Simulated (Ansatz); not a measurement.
`FC(F)CCC(F)F` + H₂ → `CC(F)F` + `CC(F)F`  (hydrogenolysis of a C–C bond)

Isolated molecules relaxed with PBE0-D4/def2-TZVP in Ansatz; ΔE leaves out vibrations. CBS: MP2 limit from def2 TZ/QZ plus the TZ coupled-cluster correction, frozen cores. This one scheme is used for every species. DFT in def2-TZVPP. One conformer a species, not always the lowest.

```tsv
level	ΔE (kJ/mol)
BLYP	-84.4
HF/def2-QZVPP	-92.8
```

(1) What does CCSD(T)/CBS give? (Best estimate.)

Largest T1 diagnostic among the species: 0.011.

## Answers

(1) Computed: -65.2 kJ/mol. The listed levels differ from it by -19.2, -27.6 kJ/mol.

In def2-TZVPP, CCSD(T) changes the Hartree–Fock value by +27.2 kJ/mol (the triples alone add +5.0 kJ/mol) and MP2 by +29.3 kJ/mol. At CCSD(T), def2-SVP lies +7.5 kJ/mol from the extrapolated value and def2-TZVPP +0.3 kJ/mol.
